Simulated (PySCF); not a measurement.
C4H4ClNOS.
Structure used (GFN2-xTB), in Å, numbered top down from 1:
```
atom  x, y, z in Å
C1    -2.1529    0.3896    0.4222
O2    -1.3393   -0.5405   -0.2588
C3    -0.0203   -0.3360   -0.2245
C4     0.9269   -1.1229   -0.8164
N5     2.2048   -0.7164   -0.6454
C6     2.2898    0.3499    0.0528
Cl7    3.7388    1.1209    0.4525
S8     0.7446    1.0013    0.6002
H9    -1.9103    0.4152    1.4892
H10   -3.1780    0.0525    0.2830
H11   -2.0317    1.3946    0.0058
H12    0.7288   -2.0090   -1.3867
```

Computed at PBE0/pcSseg-1 (PySCF, non-relativistic), with Q(17O) = −0.0256 b, Q(14N) = 0.02044 b, Q(35Cl) = −0.0817 b, Q(33S) = −0.0678 b: O2, 17O (I = 5/2): χzz = -11.59 MHz, η = 0.787; N5, 14N (I = 1): χzz = -4.678 MHz, η = 0.174; Cl7, 35Cl (I = 3/2): χzz = -77.45 MHz, η = 0.065; S8, 33S (I = 3/2): χzz = -29.86 MHz, η = 0.864.

**Question.** Find the zero-field quadrupole resonance frequencies of 17O at O2.

**Answer.** From the eigenvalues of H = χ/[4I(2I − 1)] × [3Iz² − I(I + 1) + η(Ix² − Iy²)], steps between neighbouring levels, labelled as for η = 0: ±1/2↔±3/2 2.651 MHz, ±3/2↔±5/2 3.176 MHz (aryl ether oxygen).

**Question.** Find the zero-field quadrupole resonance frequencies of 14N at N5.

**Answer.** From ν± = (3/4)|χ|(1 ± η/3) and ν0 = |χ|η/2: ν+ 3.712 MHz, ν− 3.305 MHz, ν0 0.406 MHz (pyridine-type nitrogen).

**Question.** Find the zero-field quadrupole resonance frequencies of 35Cl at Cl7.

**Answer.** From ν = (|χ|/2)√(1 + η²/3): ν = 38.75 MHz (aryl chlorine). For 37Cl the ratio of quadrupole moments, 0.7881, gives 30.54 MHz.

**Question.** Find the zero-field quadrupole resonance frequencies of 33S at S8.

**Answer.** From ν = (|χ|/2)√(1 + η²/3): ν = 16.69 MHz (thiophene-type sulfur).

**Question.** Apply the simplest Townes–Dailey estimate (no s hybridisation, no π bonding), ionic character = 1 − χzz/χ0, where χ0 is the coupling for one missing p electron along the bond: −109.74 MHz for 35Cl.

**Answer.** Cl7 on C6: 1 − (-77.45)/(-109.74) = 0.29. In this model a purely covalent bond gives χ0 and a free halide ion gives zero; s hybridisation or π bonding, where present, is counted here as ionic character.

In a crystal, neighbours and librations shift these lines. One conformer (not necessarily the lowest) at the GFN2-xTB geometry, without solvent, vibrations or thermal averaging. GFN2-xTB bond lengths can be off by several hundredths of an ångström, more for odd bonds, and the gradients follow them. With a basis this small, the couplings can be 20 % off.
